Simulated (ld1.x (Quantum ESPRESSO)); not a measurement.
## Transferability test, ultrasoft potential for Ge

```json
{
 "Element": "germanium (Ge)",
 "Generator": "ld1.x (Quantum ESPRESSO) 7.5",
 "Type": "ultrasoft",
 "Functional": "PW91",
 "Relativity": "fully relativistic",
 "Frozen core": "[Ar] 3d10",
 "Valence charge": "4",
 "Reference configuration": "4s2 4p2",
 "Partial waves": "4s (bound): rcut 1.35, rcutus 1.65 bohr; 4s channel at -0.45 Ry: rcut 1.35, rcutus 1.65 bohr; 4p (bound): rcut 2.45, rcutus 2.70 bohr; 4p channel at 0.25 Ry: rcut 2.45, rcutus 2.70 bohr; 4d channel at 0.05 Ry: rcut 1.95, rcutus 2.35 bohr",
 "Local potential": "all-electron potential smoothed inside 2.65 bohr (lloc = -1)",
 "Core correction": "none",
 "Augmentation charge": "PSQ, radius 1.45 bohr"
}
```

Open shells are filled in proportion to 2j + 1 (rel_dist='average').

Energies are relative to the spin-unpolarised reference configuration 4s2 4p2; without spin polarisation the order of configurations can differ from experiment.

**Question.** Give the all-electron excitation energy and the error of the potential for: 4s2 4p1; 4s2 4p0; 4s1 4p0; 4s2 4p2.3; 4s1 4p2; 4s2 4p1.5; 4s1 4p3.

**Answer.**

```json
{"valence configuration": "4s2 4p1", "charge": "+1", "ΔE all-electron (eV)": "7.504", "error AE − PS (meV)": "-2.1"}
{"valence configuration": "4s2 4p0", "charge": "+2", "ΔE all-electron (eV)": "23.032", "error AE − PS (meV)": "-5.2"}
{"valence configuration": "4s1 4p0", "charge": "+3", "ΔE all-electron (eV)": "57.932", "error AE − PS (meV)": "+46"}
{"valence configuration": "4s2 4p2.3", "charge": "-0.3", "ΔE all-electron (eV)": "-0.896", "error AE − PS (meV)": "0.0"}
{"valence configuration": "4s1 4p2", "charge": "+1", "ΔE all-electron (eV)": "16.245", "error AE − PS (meV)": "+4.0"}
{"valence configuration": "4s2 4p1.5", "charge": "+0.5", "ΔE all-electron (eV)": "2.829", "error AE − PS (meV)": "-0.5"}
{"valence configuration": "4s1 4p3", "charge": "0", "ΔE all-electron (eV)": "7.997", "error AE − PS (meV)": "+12"}
```

Levels in the configuration 4s1 4p3:

```json
{"level": "4s j=1/2", "all-electron (eV)": "-12.758", "pseudo (eV)": "-12.736"}
{"level": "4p j=1/2", "all-electron (eV)": "-4.768", "pseudo (eV)": "-4.771"}
{"level": "4p j=3/2", "all-electron (eV)": "-4.561", "pseudo (eV)": "-4.567"}
```

ld1.x printed “convergence not achieved” for 1 of the counted tests; its residual had stalled under 1e-8, short of the target of 1e-14.
